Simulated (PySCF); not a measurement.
## Electron correlation in Cr⁴⁺ (chromium, charge +4)

Starting occupation: [Ar] 3d2, 3d3/2 with m_j = +1/2, +3/2. Calculation: PySCF 2.14, in x2c-QZVPPall-2c; X2C-1e with screened-nucleus spin-orbit coupling, Gaussian nucleus. Frozen: [Ne]; 10 electrons correlated; the 8 highest virtual spinors left out.

MP2 pair energies summed by pair of shells (mhartree):

```json
{"pair": "3p-3p", "energy": "-136.10", "share (%)": "46.1"}
{"pair": "3d-3p", "energy": "-89.27", "share (%)": "30.3"}
{"pair": "3p-3s", "energy": "-41.61", "share (%)": "14.1"}
{"pair": "3d-3s", "energy": "-15.44", "share (%)": "5.2"}
{"pair": "3s-3s", "energy": "-7.64", "share (%)": "2.6"}
{"pair": "3d-3d", "energy": "-4.91", "share (%)": "1.7"}
```

Total MP2 correlation energy: -294.97 mhartree.

The GHF reference relaxed away from the jj start to a determinant that is no pure jj level (⟨S²⟩ = 2.00, ⟨J²⟩ = 7.72); the energies belong to that determinant.

This basis was not built for core-valence correlation, so the inner-shell part is incomplete.
